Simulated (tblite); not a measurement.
Record of a relaxation.

Compound: C₃H₆BF₃Si.
Numbering: `[CH3:1][SiH2:2]/[CH:3]=[C:4](/[F:5])[B:6]([F:7])[F:8]` (hydrogens: H9, H10, H11 on C1; H12, H13 on Si2; H14 on C3)

Computed with GFN2-xTB (tblite), gas phase: L-BFGS steps from a force-field or distance-geometry start until the largest atomic force falls under 0.01 eV/Å. 14 of its 30 geometries are shown.

Step 0: E = -725.8751 eV, largest atomic force 3.808 eV/Å
```
atom  x, y, z in Å  |  force x, y, z in eV/Å
C1     -2.484    0.252   -0.281   -1.122   0.456   0.237
Si2    -0.730   -0.329   -0.414    0.798  -1.133  -0.314
C3      0.331    0.577    0.832   -0.154   0.322   0.155
C4      1.642    0.428    1.017    0.357  -0.642  -0.373
F5      2.239    1.182    1.985    0.035  -0.111  -0.172
B6      2.571   -0.586    0.239    1.737  -1.097  -0.754
F7      2.075   -1.453   -0.799    1.465   2.088   2.584
F8      3.987   -0.633    0.577   -3.613  -0.205  -1.184
H9     -3.111   -0.296   -1.016    0.291   0.539   0.608
H10    -2.540    1.341   -0.490   -0.249  -0.740   0.151
H11    -2.878    0.061    0.741    0.055   0.227  -0.800
H12    -0.677   -1.778   -0.117    0.016   0.214  -0.001
H13    -0.228   -0.076   -1.752    0.129   0.093  -0.248
H14    -0.199    1.310    1.436    0.254  -0.010   0.111
```

Step 2: E = -726.4512 eV, largest atomic force 3.275 eV/Å
```
atom  x, y, z in Å  |  force x, y, z in eV/Å
C1     -2.503    0.260   -0.276    0.621  -0.201  -0.050
Si2    -0.711   -0.363   -0.423   -0.009   0.242  -0.018
C3      0.340    0.581    0.833   -0.384  -0.084  -0.207
C4      1.646    0.402    0.999    0.297  -0.097   0.055
F5      2.243    1.175    1.975    0.096  -0.228  -0.248
B6      2.621   -0.609    0.225   -2.556   1.741   1.077
F7      2.138   -1.374   -0.700   -0.095  -0.747  -0.795
F8      3.849   -0.647    0.525    2.218  -0.413   0.189
H9     -3.105   -0.276   -0.995   -0.235   0.052  -0.022
H10    -2.552    1.319   -0.485   -0.183   0.146  -0.006
H11    -2.881    0.070    0.716   -0.234   0.047   0.134
H12    -0.676   -1.777   -0.116    0.042  -0.352   0.060
H13    -0.222   -0.072   -1.765    0.083   0.002  -0.163
H14    -0.188    1.312    1.444    0.338  -0.108  -0.005
```

Step 4: E = -726.5727 eV, largest atomic force 0.361 eV/Å
```
atom  x, y, z in Å  |  force x, y, z in eV/Å
C1     -2.494    0.257   -0.276    0.195  -0.054   0.003
Si2    -0.710   -0.360   -0.425    0.045  -0.061  -0.112
C3      0.335    0.579    0.829   -0.019  -0.058  -0.082
C4      1.647    0.403    1.002   -0.214   0.121   0.120
F5      2.244    1.170    1.971    0.089  -0.102  -0.108
B6      2.590   -0.584    0.242   -0.085   0.258   0.237
F7      2.138   -1.384   -0.710    0.200   0.110   0.169
F8      3.875   -0.654    0.525   -0.208  -0.175  -0.238
H9     -3.109   -0.274   -0.995   -0.105   0.096   0.061
H10    -2.556    1.320   -0.485   -0.129   0.001   0.019
H11    -2.885    0.071    0.718   -0.122   0.058  -0.015
H12    -0.675   -1.783   -0.115    0.045  -0.174   0.029
H13    -0.220   -0.072   -1.768    0.081   0.005  -0.131
H14    -0.181    1.310    1.444    0.227  -0.025   0.048
```

Step 7: E = -726.5970 eV, largest atomic force 0.117 eV/Å
```
atom  x, y, z in Å  |  force x, y, z in eV/Å
C1     -2.485    0.255   -0.276   -0.016  -0.003  -0.008
Si2    -0.704   -0.373   -0.438   -0.024  -0.026  -0.026
C3      0.326    0.578    0.824    0.111  -0.004   0.036
C4      1.635    0.409    1.010    0.035  -0.037  -0.029
F5      2.253    1.168    1.968   -0.056   0.033   0.014
B6      2.581   -0.568    0.257   -0.016   0.000   0.007
F7      2.150   -1.373   -0.696   -0.070   0.022   0.000
F8      3.865   -0.668    0.508    0.024  -0.002   0.001
H9     -3.118   -0.264   -0.987   -0.053   0.018   0.004
H10    -2.567    1.318   -0.482    0.002   0.007   0.011
H11    -2.895    0.077    0.715    0.003   0.011   0.007
H12    -0.669   -1.799   -0.113    0.044  -0.043  -0.019
H13    -0.210   -0.073   -1.782    0.047  -0.029  -0.046
H14    -0.163    1.311    1.451   -0.030   0.053   0.047
```

Step 9: E = -726.5986 eV, largest atomic force 0.062 eV/Å
```
atom  x, y, z in Å  |  force x, y, z in eV/Å
C1     -2.486    0.255   -0.276    0.000  -0.008  -0.010
Si2    -0.704   -0.377   -0.443    0.016   0.040   0.038
C3      0.327    0.578    0.825    0.027  -0.007   0.008
C4      1.636    0.410    1.011    0.039  -0.017  -0.005
F5      2.252    1.171    1.971   -0.059   0.000  -0.019
B6      2.582   -0.568    0.258   -0.011   0.013   0.013
F7      2.144   -1.371   -0.696   -0.040   0.032   0.022
F8      3.867   -0.670    0.506   -0.022  -0.008  -0.016
H9     -3.124   -0.261   -0.986   -0.044   0.008  -0.002
H10    -2.568    1.319   -0.481    0.021   0.005   0.005
H11    -2.896    0.079    0.715    0.019  -0.001   0.008
H12    -0.665   -1.805   -0.115    0.035   0.001  -0.032
H13    -0.205   -0.075   -1.787    0.019  -0.040   0.009
H14    -0.161    1.314    1.455    0.000  -0.019  -0.020
```

Step 11: E = -726.5996 eV, largest atomic force 0.065 eV/Å
```
atom  x, y, z in Å  |  force x, y, z in eV/Å
C1     -2.487    0.255   -0.277    0.005  -0.002  -0.002
Si2    -0.703   -0.377   -0.443    0.020   0.019   0.021
C3      0.329    0.578    0.827   -0.036  -0.018  -0.027
C4      1.639    0.409    1.012   -0.043   0.028   0.021
F5      2.247    1.174    1.971    0.001   0.012   0.011
B6      2.582   -0.568    0.259    0.000   0.005   0.001
F7      2.138   -1.368   -0.694   -0.025   0.016   0.011
F8      3.867   -0.671    0.505   -0.009  -0.018  -0.019
H9     -3.130   -0.259   -0.985   -0.012   0.010   0.008
H10    -2.568    1.319   -0.480    0.024  -0.005   0.001
H11    -2.895    0.080    0.715    0.025  -0.005  -0.001
H12    -0.660   -1.808   -0.117    0.026   0.042  -0.033
H13    -0.201   -0.079   -1.790    0.000  -0.039   0.048
H14    -0.160    1.315    1.456    0.025  -0.045  -0.040
```

Step 13: E = -726.6008 eV, largest atomic force 0.059 eV/Å
```
atom  x, y, z in Å  |  force x, y, z in eV/Å
C1     -2.487    0.254   -0.278    0.013   0.006   0.009
Si2    -0.701   -0.376   -0.442   -0.031  -0.032  -0.033
C3      0.330    0.576    0.826   -0.025  -0.013  -0.025
C4      1.640    0.410    1.013   -0.049   0.028   0.018
F5      2.241    1.178    1.973    0.033   0.021   0.032
B6      2.581   -0.567    0.260   -0.008   0.005  -0.004
F7      2.128   -1.362   -0.691   -0.009  -0.003  -0.002
F8      3.866   -0.674    0.501    0.001  -0.019  -0.017
H9     -3.138   -0.255   -0.983    0.031   0.009   0.017
H10    -2.565    1.319   -0.478    0.022  -0.007  -0.003
H11    -2.892    0.081    0.716    0.024  -0.009  -0.002
H12    -0.651   -1.808   -0.124    0.012   0.040  -0.017
H13    -0.195   -0.087   -1.789   -0.004  -0.017   0.040
H14    -0.157    1.312    1.454   -0.010  -0.010  -0.011
```

Step 16: E = -726.6016 eV, largest atomic force 0.043 eV/Å
```
atom  x, y, z in Å  |  force x, y, z in eV/Å
C1     -2.486    0.254   -0.278    0.008   0.007   0.010
Si2    -0.702   -0.378   -0.444    0.002  -0.002   0.000
C3      0.328    0.574    0.824    0.003   0.012   0.010
C4      1.638    0.412    1.016    0.012  -0.001  -0.002
F5      2.239    1.182    1.976   -0.010  -0.003  -0.003
B6      2.579   -0.565    0.261   -0.013   0.005   0.000
F7      2.121   -1.359   -0.690   -0.007   0.001   0.001
F8      3.865   -0.678    0.497   -0.014  -0.007  -0.010
H9     -3.140   -0.252   -0.981    0.022  -0.005   0.000
H10    -2.561    1.319   -0.478    0.016   0.010   0.000
H11    -2.888    0.080    0.717    0.013  -0.003   0.015
H12    -0.645   -1.806   -0.129    0.000  -0.029   0.005
H13    -0.192   -0.094   -1.786    0.008   0.007  -0.023
H14    -0.157    1.311    1.452   -0.042   0.008  -0.002
```

Step 18: E = -726.6019 eV, largest atomic force 0.073 eV/Å
```
atom  x, y, z in Å  |  force x, y, z in eV/Å
C1     -2.485    0.255   -0.276    0.013  -0.002   0.002
Si2    -0.703   -0.380   -0.446    0.065   0.015   0.029
C3      0.327    0.574    0.824   -0.011   0.012   0.010
C4      1.637    0.414    1.017   -0.007   0.004  -0.004
F5      2.238    1.184    1.978   -0.019  -0.011  -0.015
B6      2.577   -0.564    0.262   -0.005  -0.004  -0.004
F7      2.117   -1.358   -0.689   -0.016   0.004   0.001
F8      3.863   -0.681    0.493   -0.013   0.004   0.000
H9     -3.138   -0.251   -0.980    0.002  -0.005  -0.004
H10    -2.557    1.320   -0.478    0.007   0.008   0.010
H11    -2.884    0.080    0.719    0.006   0.008   0.011
H12    -0.642   -1.808   -0.131   -0.007  -0.031   0.007
H13    -0.190   -0.096   -1.787    0.002   0.008  -0.026
H14    -0.162    1.310    1.451   -0.018  -0.011  -0.016
```

Step 20: E = -726.6025 eV, largest atomic force 0.070 eV/Å
```
atom  x, y, z in Å  |  force x, y, z in eV/Å
C1     -2.481    0.256   -0.274    0.033  -0.017  -0.007
Si2    -0.700   -0.382   -0.447    0.069  -0.003   0.013
C3      0.325    0.576    0.824   -0.018  -0.002  -0.003
C4      1.635    0.417    1.019   -0.027   0.006  -0.005
F5      2.235    1.187    1.980   -0.008  -0.006  -0.008
B6      2.572   -0.562    0.262   -0.003  -0.011  -0.007
F7      2.108   -1.355   -0.688   -0.025   0.002  -0.006
F8      3.859   -0.686    0.488   -0.007   0.017   0.015
H9     -3.134   -0.250   -0.977   -0.004   0.005   0.006
H10    -2.550    1.322   -0.476   -0.002  -0.014   0.023
H11    -2.877    0.079    0.723    0.003   0.023  -0.013
H12    -0.637   -1.813   -0.134   -0.013   0.006   0.004
H13    -0.185   -0.100   -1.790   -0.010   0.007  -0.001
H14    -0.172    1.310    1.448    0.013  -0.014  -0.012
```

Step 22: E = -726.6030 eV, largest atomic force 0.034 eV/Å
```
atom  x, y, z in Å  |  force x, y, z in eV/Å
C1     -2.475    0.256   -0.272    0.029  -0.016  -0.007
Si2    -0.694   -0.385   -0.447   -0.009  -0.022  -0.025
C3      0.323    0.577    0.824    0.001  -0.011  -0.007
C4      1.633    0.419    1.020   -0.005  -0.005  -0.004
F5      2.232    1.188    1.981    0.002   0.004   0.002
B6      2.568   -0.561    0.261   -0.012  -0.002  -0.003
F7      2.100   -1.352   -0.687   -0.020   0.000  -0.007
F8      3.855   -0.688    0.484   -0.008   0.020   0.018
H9     -3.131   -0.248   -0.975    0.007   0.008   0.013
H10    -2.543    1.323   -0.473    0.006  -0.025   0.019
H11    -2.871    0.081    0.725    0.012   0.017  -0.022
H12    -0.634   -1.816   -0.136   -0.009   0.021   0.004
H13    -0.183   -0.102   -1.792   -0.009   0.006   0.010
H14    -0.180    1.308    1.445    0.016   0.005   0.009
```

Step 25: E = -726.6034 eV, largest atomic force 0.021 eV/Å
```
atom  x, y, z in Å  |  force x, y, z in eV/Å
C1     -2.469    0.255   -0.272   -0.012   0.002   0.000
Si2    -0.690   -0.388   -0.450   -0.017   0.004  -0.005
C3      0.321    0.577    0.824    0.002  -0.003  -0.001
C4      1.631    0.421    1.020    0.004  -0.005   0.002
F5      2.229    1.189    1.982   -0.001   0.000  -0.004
B6      2.564   -0.560    0.261   -0.009   0.004   0.002
F7      2.093   -1.351   -0.687   -0.001   0.002   0.001
F8      3.851   -0.687    0.484   -0.012   0.009   0.005
H9     -3.128   -0.247   -0.973   -0.001  -0.007  -0.006
H10    -2.538    1.321   -0.470    0.020   0.005  -0.005
H11    -2.866    0.083    0.725    0.014  -0.010   0.010
H12    -0.634   -1.817   -0.137   -0.003  -0.009   0.006
H13    -0.182   -0.103   -1.793    0.003   0.006  -0.011
H14    -0.183    1.308    1.444    0.014   0.002   0.006
```

Step 27: E = -726.6035 eV, largest atomic force 0.020 eV/Å
```
atom  x, y, z in Å  |  force x, y, z in eV/Å
C1     -2.468    0.255   -0.272   -0.010   0.003   0.001
Si2    -0.691   -0.389   -0.451    0.017   0.006   0.008
C3      0.321    0.576    0.823   -0.008   0.001   0.000
C4      1.630    0.421    1.020   -0.011   0.002   0.002
F5      2.229    1.190    1.982   -0.002  -0.002  -0.004
B6      2.562   -0.560    0.261    0.000  -0.001   0.000
F7      2.090   -1.350   -0.687    0.002   0.001   0.001
F8      3.849   -0.686    0.484   -0.003   0.002   0.000
H9     -3.127   -0.247   -0.972   -0.010  -0.004  -0.006
H10    -2.535    1.321   -0.469    0.011   0.010  -0.008
H11    -2.863    0.083    0.725    0.006  -0.011   0.013
H12    -0.634   -1.818   -0.137   -0.003  -0.005   0.002
H13    -0.181   -0.103   -1.794    0.000   0.003  -0.007
H14    -0.183    1.308    1.444    0.011  -0.005  -0.002
```

Step 29: E = -726.6035 eV, largest atomic force 0.009 eV/Å
```
atom  x, y, z in Å  |  force x, y, z in eV/Å
C1     -2.467    0.254   -0.272    0.002  -0.001   0.000
Si2    -0.690   -0.389   -0.451    0.008  -0.002   0.001
C3      0.320    0.576    0.823   -0.005   0.002   0.001
C4      1.629    0.421    1.021   -0.006   0.001  -0.001
F5      2.228    1.190    1.982   -0.003   0.000  -0.001
B6      2.561   -0.560    0.261    0.003  -0.002   0.000
F7      2.089   -1.350   -0.687    0.004  -0.001  -0.001
F8      3.848   -0.686    0.484    0.003  -0.001  -0.001
H9     -3.127   -0.247   -0.972   -0.007   0.005   0.003
H10    -2.533    1.321   -0.469    0.002   0.000  -0.004
H11    -2.861    0.082    0.726    0.003  -0.005   0.001
H12    -0.634   -1.819   -0.136   -0.002   0.003   0.000
H13    -0.181   -0.103   -1.795   -0.002   0.000   0.002
H14    -0.182    1.308    1.444   -0.001   0.002   0.001
```

**Question.** Summarise the path.

**Answer.** The energy falls by 0.7284 eV from step 0 to step 29; nine tenths of that is first reached at step 3. It falls at every step. The largest force goes from 3.808 to 0.009 eV/Å. Among the bonds B6–F8 changes most, from 1.457 to 1.312 Å; the atoms move by 0.075 Å rms after alignment.

What follows is the cost of the whole relaxation. The run took 0.57 s on Intel Xeon at 2.50 GHz, one thread, on a shared host.
